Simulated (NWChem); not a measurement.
Molecule: InBrClF; SMILES [In]([Br])([Cl])[F]

Computed with NWChem. Geometry: optimised at PBE0/def2-SVP. def2 effective core potentials on In; no spin-orbit coupling. Level r2SCAN/def2-SVP: energy and gradient on several grids; changes count from the extra-fine grid, which is no exact limit either.

```
grid     size of the energy change (μHa)  largest change of a gradient component (μHa/bohr)  time, medium = 1 (rough)
-------  -------------------------------  -------------------------------------------------  ------------------------
xcoarse                             1000                                               6000                   about 1
coarse                               200                                               1000                   about 1
medium                                60                                                200                   about 1
fine                                  10                                                 50                   about 1
xfine                               < 10                                               < 30                         2
```
